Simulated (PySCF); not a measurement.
## Correlation energy of Bi²⁺ (bismuth, charge +2)

[Xe] 4f14 5d10 6s2 6p1, 2P determinant. Calculation: PySCF 2.14, in cc-pVTZ-PP with ECP60MDF; scalar relativity through the core potential. Frozen: 5s2 5p6 5d10; 3 electrons correlated.

MP2 pair energies summed by pair of shells (mhartree):

```csv
pair,energy,share (%)
6s-6s,-15.43,55.7
6s-6p,-12.25,44.3
```

Total MP2 correlation energy: -27.68 mhartree.

Same-spin part -2.08 and opposite-spin part -25.60 mhartree; SCS-MP2 scales them by 1/3 and 6/5 to -31.41 mhartree.

| level | correlation energy (mhartree) |
| --- | --- |
| CCSD | -36.25 |
| (T) | -0.36 |
| CCSD(T) | -36.61 |

Diagnostics: T1 = 0.0060, D1 = 0.0135, largest double amplitude 0.073.

Spin-orbit coupling, absent here, splits the open shell strongly.

Cost of the coupled-cluster step: 0.16 s of wall time on 1 thread of Intel(R) Xeon(R) 6975P-C (shared host), for 3 correlated electrons.

Iterations:

```
CC2 = 0
CCSD nocc = (np.int64(2), np.int64(1)), nmo = (30, 30)
frozen orbitals [[0, 1, 2, 3, 4, 5, 6, 7, 8], [0, 1, 2, 3, 4, 5, 6, 7, 8]]
max_cycle = 100
direct = 0
conv_tol = 1e-08
conv_tol_normt = 1e-06
diis_space = 8
diis_start_cycle = 0
Init t2, MP2 energy = -0.0276780906379035
Init E_corr(UCCSD) = -0.0276780906392743
cycle = 1  E_corr(UCCSD) = -0.0337205378265967  dE = -0.00604244719  norm(t1,t2) = 0.0331009
cycle = 2  E_corr(UCCSD) = -0.0353878010740631  dE = -0.00166726325  norm(t1,t2) = 0.0116441
cycle = 3  E_corr(UCCSD) = -0.0362602540544627  dE = -0.00087245298  norm(t1,t2) = 0.00452936
cycle = 4  E_corr(UCCSD) = -0.0362496546897401  dE = 1.05993647e-05  norm(t1,t2) = 0.000438645
cycle = 5  E_corr(UCCSD) = -0.0362521939234536  dE = -2.53923371e-06  norm(t1,t2) = 5.16309e-05
cycle = 6  E_corr(UCCSD) = -0.0362518358945485  dE = 3.58028905e-07  norm(t1,t2) = 5.57671e-06
cycle = 7  E_corr(UCCSD) = -0.0362519685639258  dE = -1.32669377e-07  norm(t1,t2) = 9.52462e-07
cycle = 8  E_corr(UCCSD) = -0.0362519287739479  dE = 3.9789978e-08  norm(t1,t2) = 2.01901e-07
cycle = 9  E_corr(UCCSD) = -0.0362519339164964  dE = -5.14254851e-09  norm(t1,t2) = 4.22123e-08
UCCSD converged
E(UCCSD) = -212.7649188264565  E_corr = -0.03625193391649636
UCCSD(T) correction = -0.000355068869959761
```
